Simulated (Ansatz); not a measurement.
Basis sets compared for Si₂₄AsH₃₄⁻. Total charge -1; singlet. Geometry r2SCAN-D4/def2-SVP. Ansatz on 4 threads of AMD EPYC 7R13 on a shared host and a share (37 GiB) of an NVIDIA H100 80GB HBM3; times are rough, and most runs start from earlier orbitals.

Cartesian coordinates in Å:
```
Si 1.831 -0.237 2.623
Si 1.036 5.072 1.917
Si -0.660 -3.094 2.011
Si -1.152 1.939 1.777
Si 2.312 -2.971 -0.031
Si 1.961 2.122 -0.338
Si 0.034 -6.029 -0.349
Si -2.777 -3.589 -1.015
Si 0.270 -3.465 -3.112
Si -3.319 1.201 -1.558
Si -0.300 1.340 -3.594
Si -1.040 4.238 -1.219
Si 0.308 -1.706 3.655
Si 3.422 -1.566 1.505
Si 1.017 -4.519 1.179
Si -0.352 3.650 3.172
Si 2.821 3.828 1.028
As 0.562 0.623 0.830
Si -0.210 5.971 0.135
Si -1.344 -1.998 -0.025
Si -2.433 2.770 -0.017
Si 0.598 -1.918 -1.361
Si 0.689 2.937 -2.146
Si -1.198 -4.974 -2.068
Si -1.810 -0.240 -2.678
H 2.446 0.745 3.579
H 1.563 6.179 2.789
H -1.754 -3.883 2.678
H -1.955 0.973 2.599
H 3.370 -3.672 -0.841
H 3.095 1.271 -0.830
H -0.870 -6.969 0.399
H 1.110 -6.879 -0.966
H -3.516 -4.373 0.034
H -3.796 -3.047 -1.969
H 1.556 -4.168 -3.452
H -0.285 -2.904 -4.386
H -4.334 0.421 -0.763
H -4.146 2.126 -2.419
H 0.870 0.658 -4.258
H -0.845 2.265 -4.656
H -1.836 4.855 -2.336
H 1.033 -2.507 4.702
H -0.746 -0.917 4.377
H 4.204 -2.356 2.518
H 4.410 -0.683 0.798
H 1.766 -5.304 2.221
H 0.423 3.067 4.318
H -1.482 4.448 3.759
H 3.632 3.233 2.143
H 3.730 4.745 0.258
H -1.331 6.801 0.693
H 0.670 6.899 -0.654
H -2.079 -0.763 0.383
H -3.532 3.584 0.618
H 1.171 -0.627 -1.847
H 1.610 3.856 -2.909
H -1.770 -6.040 -2.961
H -2.650 -0.420 -3.940
```

Single mean-field runs in def2-SVP, def2-TZVP are fitted with def2-universal-jkfit.

```tsv
level	functions	energy (Eh)	HOMO (eV)	LUMO (eV)	wall time
PBE-D4/def2-SVP	634	-9198.2532	-1.72	0.40	4.8 s
PBE0-D4/def2-SVP	634	-9199.0334	-2.47	1.03	5.5 s
```

Question: Estimate the rows for PBE-D4/def2-TZVP, PBE0-D4/def2-TZVP.

Answer: 
| level | functions | energy (Eh) | HOMO (eV) | LUMO (eV) | wall time |
| --- | --- | --- | --- | --- | --- |
| PBE-D4/def2-TZVP | 1140 | -9200.9271 | -1.83 | 0.17 | 9.5 s |
| PBE0-D4/def2-TZVP | 1140 | -9201.6790 | -2.52 | 0.84 | 9.1 s |
